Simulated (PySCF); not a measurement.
# A PySCF run on TlCl

State: ¹Σ⁺ (singlet), closed shell.

An equivalent input (the run itself took its basis sets from the Basis Set Exchange, started from a PBE0 density and held the occupation σ 9α 9β, πx 4α 4β, πy 4α 4β, δx 1α 1β, δy 1α 1β):

```python
from pyscf import gto, dft
mol = gto.M(atom='Tl 0 0 0; Cl 0 0 2.562', basis={'Tl': 'def2-SVPD', 'Cl': 'def2-SVPD'}, ecp={'Tl': 'def2-SVPD'},
            charge=0, spin=0, verbose=4, symmetry='C2v')
mf = dft.UKS(mol, xc='PBE')
mf.grids.atom_grid = (80, 434)
mf.grids.prune = dft.gen_grid.treutler_prune
mf.irrep_nelec = {'A1': (10, 10), 'A2': (1, 1), 'B1': (4, 4), 'B2': (4, 4)}
mf.conv_tol = 1e-9
mf.max_cycle = 60
mf.diis_space = 10
mf.kernel()
```

The log (some set-up lines and the per-cycle HOMO/LUMO lines removed):

```
******** <class 'pyscf.dft.uks_symm.SymAdaptedUKS'> ********
method = SymAdaptedUKS
damping factor = 0
level_shift factor = 0
DIIS = <class 'pyscf.scf.diis.CDIIS'>
diis_start_cycle = 1
diis_space = 10
diis_damp = 0
SCF conv_tol = 1e-09
SCF conv_tol_grad = None
SCF max_cycles = 60
number electrons alpha = 19  beta = 19
Set gradient conv threshold to 3.16228e-05
init E= -632.503104214151
cycle= 1 E= -632.504273861666  delta_E= -0.00117  |g|= 0.0275  |ddm|= 0.153
cycle= 2 E= -632.502397251508  delta_E= 0.00188  |g|= 0.0574  |ddm|= 0.114
cycle= 3 E= -632.504868238704  delta_E= -0.00247  |g|= 0.00372  |ddm|= 0.077
cycle= 4 E= -632.504874045279  delta_E= -5.81e-06  |g|= 0.000697  |ddm|= 0.00867
cycle= 5 E= -632.504874473217  delta_E= -4.28e-07  |g|= 0.00012  |ddm|= 0.00154
cycle= 6 E= -632.504874482819  delta_E= -9.6e-09  |g|= 4.47e-05  |ddm|= 0.000205
cycle= 7 E= -632.50487448425  delta_E= -1.43e-09  |g|= 4.17e-06  |ddm|= 6.33e-05
cycle= 8 E= -632.504874484268  delta_E= -1.72e-11  |g|= 3.66e-07  |ddm|= 8.2e-06
Extra cycle  E= -632.504874484268  delta_E= -1.14e-13  |g|= 2.44e-07  |ddm|= 1.34e-06
converged SCF energy = -632.504874484268  <S^2> = -3.5527137e-15  2S+1 = 1
```

Repeating this along the bond gives Re = 2.570 Å and ωe = 270 cm⁻¹.

A point of this curve took 0.76 CPU seconds beside 0.19 for the integrals (shared host).

These are scalar-relativistic numbers at best; spin–orbit coupling would shift them, the dissociation energy most.
